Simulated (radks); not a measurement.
All-electron atom: the caesium ion Cs+ in [Kr] 4d10 5s2 5p4 6s2 (not the ground configuration).

All-electron calculation, scalar-relativistic Kohn-Sham, LDA (Slater exchange, Perdew-Wang correlation), spin-unpolarised, spherical densities, finite nucleus; Fermi nuclear charge, rms radius 4.8041 fm. Program: a radial shooting solver on a logarithmic mesh with Libxc functionals.

Energy parts (eV):
| part | energy |
|---|---|
| total | -211685.12 |
| kinetic | 222963.52 |
| electron-nucleus | -511618.88 |
| Hartree | 82011.58 |
| exchange-correlation | -5041.34 |

Orbitals (lengths in bohr, moments of r in powers of bohr; <r^-3> diverges for s and p1/2; r(max) is where P^2 peaks):
| orbital | occ. | eigenvalue (eV) | <r^2> | <1/r> | r(max) | <r^-3> |
|---|---|---|---|---|---|---|
| 1s | 2 | -35774.24 | 0.0009266 | 59.34 | 0.01680 | - |
| 2s | 2 | -5626.020 | 0.01486 | 13.63 | 0.09498 | - |
| 2p | 6 | -5051.519 | 0.01178 | 13.00 | 0.07620 | 6581 |
| 3s | 2 | -1181.547 | 0.1025 | 4.909 | 0.2728 | - |
| 3p | 6 | -996.5953 | 0.1025 | 4.664 | 0.2668 | 1281 |
| 3d | 10 | -724.2430 | 0.08850 | 4.421 | 0.2202 | 176.5 |
| 4s | 2 | -235.1787 | 0.5451 | 2.021 | 0.6423 | - |
| 4p | 6 | -175.9309 | 0.6222 | 1.858 | 0.6726 | 264.5 |
| 4d | 10 | -89.6038 | 0.8114 | 1.588 | 0.7202 | 28.74 |
| 5s | 2 | -40.3899 | 3.172 | 0.7844 | 1.516 | - |
| 5p | 4 | -26.1090 | 4.310 | 0.6679 | 1.720 | 37.26 |
| 6s | 2 | -8.8613 | 19.08 | 0.3075 | 3.762 | - |

The highest occupied level is 6s at -8.861 eV. The electron density at the nucleus is 3.053e+05 e/bohr^3 (large components only). The density falls to 0.001 e/bohr^3 at r = 5.28 bohr. Summed over all electrons, <r^2> = 76.49 bohr^2, which gives a Langevin (diamagnetic) susceptibility term of -60.6 x 10^-6 cm^3/mol.

Run on one thread of a shared host, so times are rough (Arm Neoverse N1): 0.14 s of CPU time, 0.14 s wall, 13 iterations on 2360 mesh points.
